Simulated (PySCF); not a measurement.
## Worked example: chemical shift, span and skew from a shielding tensor

CH8N2Si3, SMILES N[Si@@H]1N=C([SiH3])[SiH2]1. Atoms are numbered in the order given.

```xyz
14

N      2.9402     0.7847     0.0343
Si     1.5030     0.1253     0.7055
N      0.4501    -0.9513    -0.3245
C     -0.7249    -0.4059    -0.2636
Si    -2.2429    -1.2190    -1.0693
Si    -0.5453     1.2876     0.6861
H      3.8404     0.3316     0.1557
H      2.9259     1.3833    -0.7848
H      1.9189    -0.6307     1.9193
H     -2.7857    -0.2978    -2.1139
H     -1.9046    -2.5349    -1.6781
H     -3.2993    -1.3939    -0.0267
H     -1.4222     1.5686     1.8678
H     -0.6650     2.4598    -0.2388
```
Charge 0, spin multiplicity 1.

Geometry optimised at B3LYP-D3(BJ)/def2-SVP. The structure was generated by enumeration; whether it is a known compound was not checked. Other conformers were not sampled.

GIAO shieldings from B3LYP/pcSseg-1 (PySCF), non-relativistic, no solvent. The symmetric part of the tensor of N3 has the principal values -1024.8, -312.7, 129.6 ppm. The same nucleus in NH3 has σ = 265.5 ppm at this level (PySCF, at its B3LYP-D3(BJ)/def2-TZVP geometry).

**Question.** Work out the isotropic shielding, the ¹⁵N shift against NH3, the span and the skew.

**Answer.** 
σ(iso) = (σ11 + σ22 + σ33)/3 = -402.6 ppm. δ = σ(ref) − σ(iso) = 265.5 − (-402.6) = 668.1 ppm.
Span Ω = σ33 − σ11 = 1154.4 ppm. Skew κ = 3(σ(iso) − σ22)/Ω = -0.23. Tumbling in solution averages the tensor to δ; in a static solid the shielding alone would spread this spin-1/2 line over Ω.
